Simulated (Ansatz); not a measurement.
Ansatz (a program for electronic structure) input (B3LYP-D3(BJ)/def2-TZVP):

Ansatz 0.2 input:
```yaml
crystal:
  periodic: [false, false, false]
  atoms:
    - {symbol: Hf, position_ang: [-0.06483973, -0.17617913, -0.11732038]}
    - {symbol: O, position_ang: [1.30017240, 0.97736726, -0.30652361]}
    - {symbol: O, position_ang: [-0.71661485, 0.60824491, 1.36240707]}
basis:
  gaussian:
    orbitals: def2-TZVP
hamiltonian:
  xc: b3lyp
  dispersion: d3bj
total_charge: 1
magnetization: {spin_polarized: true, initial_magnetization: 1}
phonons: {temperatures: {t_min: 298.15, t_max: 298.15, t_step: 100}}
```

Output:

```
Functional definition: B3LYP
integrals: 0.03 GiB planned
675 factors; their error is unknown
mean field: 0.35 GiB planned
mean field evaluation 1: about -5363.0557 eV, gradient 9.2e1 eV
mean field evaluation 2: about -4928.6126 eV, gradient 2.6e2 eV
mean field evaluation 4: about -5393.6513 eV, gradient 1.3e1 eV
mean field evaluation 8: about -5394.3772 eV, gradient 7.0e-2 eV
mean field evaluation 16: about -5394.3913 eV, gradient 2.5e-4 eV
mean field -5394.39126048 eV, -198.2402223730 hartree, gradient 7.8e-5 eV, S^2 0.786246; 2 other end points of the search recorded, 0 dependent functions left out
the calculation of the forces begins
reference -5394.39147035 eV, -198.2402300853 hartree; 14, 13 occupied and 88, 89 virtual orbitals, 675 factors
these checks for a lower state are left out or cut short: stability, starts, cluster_reference, orbital_swaps, neighbouring_geometries, increment
integrals: 0.03 GiB planned
675 factors; their error is unknown
mean field: 0.35 GiB planned
mean field -5394.39121325 eV, -198.2402206372 hartree, gradient 1.3e-6 eV, S^2 0.786085; 0 other end points of the search recorded, 0 dependent functions left out
the calculation of the forces begins
reference -5394.39142310 eV, -198.2402283492 hartree; 14, 13 occupied and 88, 89 virtual orbitals, 675 factors
these checks for a lower state are left out or cut short: stability, starts, cluster_reference, orbital_swaps, neighbouring_geometries, increment
integrals: 0.03 GiB planned
675 factors; their error is unknown
mean field: 0.35 GiB planned
mean field evaluation 32: about -5394.3772 eV, gradient 1.4e0 eV
mean field -5394.39121475 eV, -198.2402206923 hartree, gradient 1.3e-6 eV, S^2 0.786399; 0 other end points of the search recorded, 0 dependent functions left out
the calculation of the forces begins
reference -5394.39142462 eV, -198.2402284050 hartree; 14, 13 occupied and 88, 89 virtual orbitals, 675 factors
these checks for a lower state are left out or cut short: stability, starts, cluster_reference, orbital_swaps, neighbouring_geometries, increment
integrals: 0.03 GiB planned
675 factors; their error is unknown
mean field: 0.35 GiB planned
mean field -5394.39120042 eV, -198.2402201658 hartree, gradient 1.5e-6 eV, S^2 0.786441; 0 other end points of the search recorded, 0 dependent functions left out
the calculation of the forces begins
reference -5394.39141032 eV, -198.2402278794 hartree; 14, 13 occupied and 88, 89 virtual orbitals, 675 factors
these checks for a lower state are left out or cut short: stability, starts, cluster_reference, orbital_swaps, neighbouring_geometries, increment
integrals: 0.03 GiB planned
675 factors; their error is unknown
mean field: 0.35 GiB planned
mean field -5394.39118167 eV, -198.2402194767 hartree, gradient 1.5e-6 eV, S^2 0.786041; 0 other end points of the search recorded, 0 dependent functions left out
the calculation of the forces begins
reference -5394.39139150 eV, -198.2402271879 hartree; 14, 13 occupied and 88, 89 virtual orbitals, 675 factors
these checks for a lower state are left out or cut short: stability, starts, cluster_reference, orbital_swaps, neighbouring_geometries, increment
integrals: 0.03 GiB planned
675 factors; their error is unknown
mean field: 0.35 GiB planned
mean field -5394.39126526 eV, -198.2402225485 hartree, gradient 2.5e-6 eV, S^2 0.786265; 0 other end points of the search recorded, 0 dependent functions left out
the calculation of the forces begins
reference -5394.39147514 eV, -198.2402302616 hartree; 14, 13 occupied and 88, 89 virtual orbitals, 675 factors
these checks for a lower state are left out or cut short: stability, starts, cluster_reference, orbital_swaps, neighbouring_geometries, increment
integrals: 0.03 GiB planned
675 factors; their error is unknown
mean field: 0.35 GiB planned
mean field evaluation 64: about -5394.3773 eV, gradient 5.1e-1 eV
mean field -5394.39125145 eV, -198.2402220409 hartree, gradient 2.2e-6 eV, S^2 0.786227; 0 other end points of the search recorded, 0 dependent functions left out
the calculation of the forces begins
reference -5394.39146129 eV, -198.2402297526 hartree; 14, 13 occupied and 88, 89 virtual orbitals, 675 factors
Total energy: -5394.47879554 eV, -198.2434392269 hartree
Atom 0 at    -0.064840    -0.176179    -0.117320 Å, force     0.000074     0.000200     0.000133 eV/Å
Atom 1 at     1.300172     0.977367    -0.306524 Å, force     0.000131    -0.000069    -0.000206 eV/Å
Atom 2 at    -0.716615     0.608245     1.362407 Å, force    -0.000205    -0.000131     0.000072 eV/Å
Dipole moment:    -0.402346    -1.093233    -0.728001 e Å
Vibrations: 196.87 237.72 880.24 cm⁻¹, zero-point energy 0.081509 eV
```

The spin state was set by rule; other spins were not relaxed.
